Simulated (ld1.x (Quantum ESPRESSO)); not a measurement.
# calcium (Ca): one change to a TM potential, before and after

ld1.x (Quantum ESPRESSO) 7.5 input, shortened:

```
&input
   title='Ca', zed=20., rel=1, dft='PBESOL', iswitch=3,
   config='[Ar] 3d0 4s1 4p1'
 /
 &inputp
   pseudotype=2, tm=.true., lloc=1,
   nlcc=.false.
 /
3
3S  1  0   2.00   0.00  1.55  1.55  0.0
3D  3  2   0.00   0.00  3.05  3.05  0.0
3P  2  1   6.00   0.00  1.85  1.85  0.0
 &test
   configts(1)='3s2 3p6 3d0 4s1 4p1'
 /
```

Occupied shells without a wave of their own: 4p, 4s. They enter only through the test configuration that unscreens the potential.

Change: core correction a·sin(br)/r model core inside 1.08 bohr (4p, 4s counted twice).

Cutoffs: the cutoffs (Ry, on a coarse ladder) from which the occupation-weighted sum of valence levels, in a spherical-Bessel basis at the reference potential, stays within 10 and 1 mRy of its value at 400 Ry; they do not see the model core or the augmentation charge, which bear on the density cutoff. Errors are all-electron minus pseudo energies relative to the spin-unpolarised reference configuration.

Problem. How do hardness, ghosts and transferability respond?

Solution. The potential gets neither clearly harder nor softer (45 Ry and 70 Ry → 45 Ry and 70 Ry); of the 7 tests that both files solve, the error grows in 4 and shrinks in 3 by more than 15 % and 0.3 meV (median size 84.5 → 123.3 meV); neither file shows a bound ghost. In the changed file ld1.x takes every shell without a wave as core, so the model core holds the 4p, 4s electrons as well and exchange and correlation see them twice. This cancels in the reference configuration, but the file is broken for other ones, and its errors say nothing about a proper core correction. A model core, the more so a compact one, raises the density cutoff, which this test does not measure.

| quantity | base | changed |
| --- | --- | --- |
| cutoff, loose | 45 Ry | 45 Ry |
| cutoff, tight | 70 Ry | 70 Ry |
| bound ghosts | none | none |
| largest miss of a reference level, eV | 0.10 | 0.10 |
| error for 3s2 3p6 3d0 4s2 4p0, meV [ΔE -2.43 eV] | +85 | +55 |
| error for 3s2 3p6 3d0 4s1 4p0, meV [ΔE 3.88 eV] | -13 | -201 |
| error for 3s2 3p6 3d0 4s0 4p0, meV [ΔE 15.56 eV] | -211 | -980 |
| error for 3s1 3p6 3d0 4s2 4p0, meV [ΔE 51.66 eV] | +238 | +44 |
| error for 3s2 3p6 3d0 4s1.5 4p0, meV [ΔE 0.08 eV] | +45 | -28 |
| error for 3s2 3p6 3d1 4s0 4p0, meV [ΔE 5.20 eV] | -5.5 | -466 |
| error for 3s2 3p6 3d0 4s0 4p2, meV [ΔE 2.52 eV] | -100 | -123 |
| s: phases at 3.31 bohr within 0.05 rad from the reference energy up to (Ry; the scan ends near 5) | n/a | n/a |
| p: phases at 3.31 bohr within 0.05 rad from the reference energy up to (Ry; the scan ends near 5) | 3.4 | 3.4 |
| d: phases at 3.31 bohr within 0.05 rad from the reference energy up to (Ry; the scan ends near 5) | 0.6 | 0.6 |

Base: The 4p, 4s levels have no wave, so the channel is fitted at the deeper level alone: the likely source of the large errors.
